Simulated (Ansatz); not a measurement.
Isolated molecules relaxed with PBE0-D4/def2-TZVP in Ansatz; ΔE leaves out vibrations. CBS: MP2 limit from def2 TZ/QZ plus the TZ coupled-cluster correction, frozen cores. DFT in def2-TZVPP. B3LYP here is the variant with VWN-RPA as its local correlation; programs differ in this. HSE06 is defined as in plane-wave codes. For Zn outer-core shells are correlated without core-valence functions, which leaves a few kJ/mol of doubt a bond. Scalar relativity is left out up to krypton. One conformer a species, not always the lowest.

Consider the ligand exchange at a Zn–O bond: `FC(F)[O][ZnH]` + `C[SiH2]N` → `C[SiH2][NH][ZnH]` + `OC(F)F`.

```
             level  ΔE (kJ/mol)  difference from CCSD(T)/CBS
       LDA (SPW92)         27.9                         -6.7
            PBE-D4         33.0                         -1.6
         revPBE-D4         32.4                         -2.2
           BLYP-D4         37.9                          3.3
         r2SCAN-D4         36.2                          1.6
            B97M-V         38.8                          4.2
           PBE0-D4         33.0                         -1.6
          B3LYP-D4         37.9                          3.3
        r2SCAN0-D4         35.7                          1.1
          HSE06-D4         32.9                         -1.7
          BHLYP-D4         39.3                          4.7
      CAM-B3LYP-D4         39.0                          4.4
           ωB97M-V         36.9                          2.3
            B2PLYP         38.7                          4.1
            revPBE         38.0                          3.4
              BLYP         43.5                          8.9
            r2SCAN         37.0                          2.4
              PBE0         35.5                          0.9
             B3LYP         42.4                          7.8
           r2SCANh         36.8                          2.2
           r2SCAN0         36.6                          2.0
             HSE06         35.3                          0.7
             BHLYP         43.7                          9.1
         CAM-B3LYP         41.6                          7.0
           LC-ωPBE         36.8                          2.2
RPA@PBE/def2-TZVPP         33.7                         -0.9
       HF/def2-SVP         51.0                         16.4
      MP2/def2-SVP         38.9                          4.3
     CCSD/def2-SVP         41.9                          7.3
  CCSD(T)/def2-SVP         40.1                          5.5
     HF/def2-TZVPP         49.1                         14.5
    MP2/def2-TZVPP         30.1                         -4.5
SCS-MP2/def2-TZVPP         34.1                         -0.5
   CCSD/def2-TZVPP         35.8                          1.2
CCSD(T)/def2-TZVPP         33.6                         -1.0
     HF/def2-QZVPP         50.2                         15.6
    MP2/def2-QZVPP         31.1                         -3.5
SCS-MP2/def2-QZVPP         35.0                          0.4
      HF/CBS(def2)         50.4                         15.8
    CCSD/CBS(def2)         36.7                          2.1
       CCSD(T)/CBS         34.6                            0
```

Largest T1 diagnostic among the species: 0.015.

At CCSD(T), def2-SVP lies +5.6 kJ/mol from the extrapolated value and def2-TZVPP −0.9 kJ/mol. The D4 term adds −4.5 kJ/mol with B3LYP and −2.5 kJ/mol with PBE0; it sums over pairs of atoms, weighted by their polarisabilities, and B3LYP, whose exchange is more repulsive, gets the larger term. In def2-TZVPP, CCSD(T) changes the Hartree–Fock value by −15.5 kJ/mol (the triples alone add −2.2 kJ/mol) and MP2 by −18.9 kJ/mol.
